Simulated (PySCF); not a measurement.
This PySCF input asks for the NMR shieldings of [ZnCl4]2- (SMILES [Cl][Zn-2]([Cl])([Cl])[Cl]); the geometry comes from PBE0-D3(BJ)/def2-SVP.

```python
import basis_set_exchange as bse
import numpy as np
from pyscf import gto, dft
from pyscf.prop import nmr

atoms = """
Zn   -0.005610    0.000562    0.005898
Cl   -0.007258   -0.027820    2.347107
Cl    2.197745    0.008687   -0.761999
Cl   -1.098214    1.921479   -0.768962
Cl   -1.086653   -1.902908   -0.822044
"""
names = {"Zn": "pcSseg-2", "Cl": "pcSseg-1"}
basis = {el: gto.basis.parse(bse.get_basis(n, elements=[el], fmt="nwchem")) for el, n in names.items()}
mol = gto.M(atom=atoms, basis=basis, charge=-2, verbose=0)
mf = dft.RKS(mol, xc="PBE")
mf.grids.level = 2
mf.grids.alignment = dft.numint.BLKSIZE   # the property module wants whole blocks of grid points
mf.conv_tol = 1e-9
mf.kernel()

calc = nmr.RKS(mf)   # GIAO
sigma = calc.kernel()   # uncoupled for a functional without exact exchange
for i, s in enumerate(sigma):   # ppm
    print("%2d %-2s %9.2f" % (i, mol.atom_pure_symbol(i), np.trace(s) / 3))
```

**Question.** What are the results?

**Answer.** 
```
 0 Zn   1519.48
 1 Cl   1038.14
 2 Cl   1035.54
 3 Cl   1037.41
 4 Cl   1037.12
```

These numbers come from an equivalent density-fitted implementation of the same equations, which agrees with the script to about 0.01 ppm for H and up to a few tenths of a ppm for heavy atoms, so last digits may differ.

**Question.** Turn these shieldings into chemical shifts. Referencing at the same level of theory: ³⁵Cl (933.68 ppm) vs HCl.

**Answer.** Averaging equivalent atoms: Cl 1/2/3/4: -103 ppm. No reference was computed at this level for Zn. 

Size and cost of the density-fitted run: 169 basis functions, 18 s wall time on 1 thread of an Arm Neoverse V1, shared host.
